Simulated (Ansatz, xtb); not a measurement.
# CH4BFSi: which of two conformers lies lower

We compare X, `FBC=[SiH2]`, a singlet, with Y, `FBC=[SiH2]`, a singlet. Both are isolated molecules in the gas phase, relaxed with PBE0-D3(BJ)/pcseg-1.

X (Å):

```xyz
8

C    -0.2796    1.1065    1.3316
B    -1.4556    0.6850    2.2015
F    -2.0560   -0.5021    1.9960
Si    0.3346    0.1162    0.0687
H     0.1963    2.0726    1.5109
H    -1.9079    1.3566    3.0931
H     1.4810    0.5093   -0.7916
H    -0.2307   -1.2127   -0.2650
```

Y (Å):

| atom | x (Å) | y (Å) | z (Å) |
| --- | --- | --- | --- |
| C | -1.6179 | -0.0659 | -0.2627 |
| B | -1.3212 | -1.1134 | 0.7989 |
| F | -2.3151 | -1.6708 | 1.5044 |
| Si | -0.3106 | 0.6184 | -1.1398 |
| H | -0.2052 | -1.4923 | 1.0595 |
| H | -2.6433 | 0.2505 | -0.4689 |
| H | 1.0939 | 0.2135 | -0.8873 |
| H | -0.4575 | 1.6480 | -2.2009 |

Question: Estimate which is lower in electronic energy at CCSD(T)/def2-TZVP, and by roughly how much.

Answer: The CCSD(T)/def2-TZVP calculation puts structure Y lower, by 1.07 kcal/mol.

Level by level:

```csv
level,geometry,E(Y) − E(X) (kcal/mol),departure from the last row (kcal/mol),"job, with rough time for the two"
PBE0-D3(BJ)/pcseg-1,PBE0-D3(BJ)/pcseg-1,−0.86,+0.21,"optimisation, 24 s"
HF/def2-TZVP,PBE0-D3(BJ)/pcseg-1,−0.83,+0.24,part of the CCSD(T) run
MP2/def2-TZVP,PBE0-D3(BJ)/pcseg-1,−1.15,−0.08,part of the CCSD(T) run
CCSD(T)/def2-TZVP,PBE0-D3(BJ)/pcseg-1,−1.07,,"single point, 29 s"
```

The levels shown agree on the order. The largest departure from CCSD(T)/def2-TZVP is that of HF/def2-TZVP, 0.24 kcal/mol. Levels run at GFN2-xTB geometries aren't shown.

With harmonic frequencies from PBE0-D3(BJ)/pcseg-1 (ideal gas, rigid rotor, one conformer each, 298.15 K, 1 atm): on the last row, ΔE + ΔZPE = −1.05, ΔH = −1.05, ΔG = −0.97 kcal/mol.

The correlated steps freeze 8 core orbitals. Codes used: Ansatz 0.2.0; the last row on 2 threads of Intel(R) Xeon(R) Platinum 8375C CPU @ 2.90GHz (Ice Lake) on a shared host.
